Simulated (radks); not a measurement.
Spherical quantum dot in the effective-mass picture: electrons in a parabolic well V = omega^2 r^2 / 2 with omega = 1.48, with a point charge +2 (a donor) at the centre, all in effective atomic units (hartree* = m*/eps^2 hartree, bohr* = eps/m* bohr), one dielectric constant everywhere. Method: non-relativistic Kohn-Sham, PBE, spin-polarised, spherical densities; computed with a radial shooting solver with Libxc functionals. Levels are named by radial order and angular momentum (1s, 1p, 1d, 2s, ...), and open shells are averaged over m. Each electron was tried in the lowest free levels, single moves between levels near the top were tried too, and the lowest total energy was kept; such a search can miss a lower state. At N = 1 the Hartree and exchange-correlation terms need not cancel, so that row can carry a self-interaction error.

N	open shells	2S	E (hartree*)	mu = E(N) - E(N-1) (hartree*)	addition energy mu(N+1) - mu(N) (hartree*)	e(HOMO) (hartree*)	rms radius (bohr*)
1	1s(up 1, down 0)	1	-1.38298	-1.3830	1.436	-0.82491	0.6744
2	none	0	-1.33039	0.052597	3.387	0.54252	0.7351
3	1p(up 1, down 0)	1	2.10905	3.4394	0.6269	3.7470	0.9455
4	1p(up 2, down 0)	2	6.17534	4.0663	0.6431	4.3877	1.052
5	1p(up 3, down 0)	3	10.8847	4.7093	0.8458	5.0300	1.125
6	1p(up 3, down 1)	2	16.4398	5.5551	0.5674	5.8346	1.186
7	1p(up 3, down 2)	1	22.5623	6.1225	0.5805	6.4123	1.235
8	none	0	29.2654	6.7030	1.197	6.9933	1.279
9	2s(up 1, down 0)	1	37.1650	7.8997	0.5905	8.1605	1.338
10	none	0	45.6552	8.4902	1.056	8.7478	1.389
11	1d(up 1, down 0)	1	55.2014	9.5463	0.4807	9.7868	1.437
12	1d(up 2, down 0)	2	65.2285	10.027	0.4787	10.267	1.480
13	1d(up 3, down 0)	3	75.7341	10.506	0.4753	10.744	1.519
14	1d(up 4, down 0)	4	86.7151	10.981	0.4711	11.217	1.554
15	1d(up 5, down 0)	5	98.1672	11.452	0.5963	11.686	1.586
16	1d(up 5, down 1)	4	110.216	12.048	0.4458	12.271	1.617
17	1d(up 5, down 2)	3	122.710	12.494	0.4448	12.717	1.646
18	1d(up 5, down 3)	2	135.649	12.939	0.4426	13.161	1.673
19	1d(up 5, down 4)	1	149.030	13.382	0.4396	13.602	1.699
20	none	0	162.852	13.821	1.398	14.040	1.724
21	1f(up 1, down 0)	1	178.071	15.219	0.4012	15.420	1.755
22	1f(up 2, down 0)	2	193.692	15.621	0.3997	15.821	1.784
23	1f(up 3, down 0)	3	209.712	16.020	0.3978	16.219	1.811
24	1f(up 4, down 0)	4	226.130	16.418	0.3957	16.616	1.837
25	1f(up 5, down 0)	5	242.944	16.814	0.3935	17.011	1.862
26	1f(up 6, down 0)	6	260.151	17.207	0.3911	17.403	1.885
27	1f(up 7, down 0)	7	277.749	17.598	0.4381	17.793	1.908
28	1f(up 7, down 0) 2p(up 1, down 0)	8	295.785	18.036	0.3952	18.234	1.930
29	1f(up 7, down 0) 2p(up 2, down 0)	9	314.217	18.432	0.3949	18.629	1.951
30	1f(up 7, down 0) 2p(up 3, down 0)	10	333.044	18.826	0.4305	19.024	1.971
31	1f(up 7, down 1) 2p(up 3, down 0)	9	352.301	19.257	0.3696	19.442	1.991
32	1f(up 7, down 2) 2p(up 3, down 0)	8	371.927	19.627	0.3685	19.811	2.011
33	1f(up 7, down 3) 2p(up 3, down 0)	7	391.922	19.995	0.3672	20.179	2.029
34	1f(up 7, down 4) 2p(up 3, down 0)	6	412.285	20.362	0.3658	20.546	2.048
35	1f(up 7, down 5) 2p(up 3, down 0)	5	433.013	20.728	0.3635	20.910	2.066
36	2p(up 2, down 0)	2	454.104	21.092	0.3638	21.269	2.083
37	2p(up 3, down 0)	3	475.560	21.455	0.4440	21.643	2.100
38	2p(up 3, down 1)	2	497.459	21.899	-	22.082	2.116

All shells are closed at N = 2, 8, 10, 20 (there: 1s2 1p6 1d10 2s2); the second difference of the energy has clear peaks (12 % above both neighbours; the first and last values, which can be the largest, are not judged, and half-filled shells can peak too) at N = 2, 5, 8, 10, 15, 20.
